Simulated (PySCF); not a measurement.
Si(Cl)(OH)(SiH3)2, H7ClOSi3, SMILES O[Si]([SiH3])([SiH3])Cl (PBE0/def2-SVP optimised geometry):

```
12

O      0.975    -0.984     0.000
Si    -0.690    -0.984     0.000
Si    -1.354    -1.960     2.022
Si    -1.564    -1.934    -1.965
Cl    -1.413     0.984     0.000
H      1.413    -0.624    -0.779
H     -2.846    -1.932     2.097
H     -0.782    -1.187     3.165
H     -0.891    -3.380     2.091
H     -1.025    -1.193    -3.149
H     -3.055    -1.834    -1.961
H     -1.169    -3.372    -2.079
```

Computed with PBE0/def2-TZVP (PySCF 2.14.0).

Question: What are the frontier orbital energies and the dipole moment?

Answer: HOMO-2 -9.23 eV, HOMO-1 -9.06 eV, HOMO -7.62 eV, LUMO -0.89 eV, LUMO+1 -0.51 eV; dipole moment 1.38 D.

Meta-Löwdin charges at PBE0/def2-TZVP: O1 -0.74, Si2 0.72, Si3 0.19, Si4 0.17, Cl5 -0.32, H6 0.36, H7 -0.06, H8 -0.06, H9 -0.07, H10 -0.06, H11 -0.06, H12 -0.07.
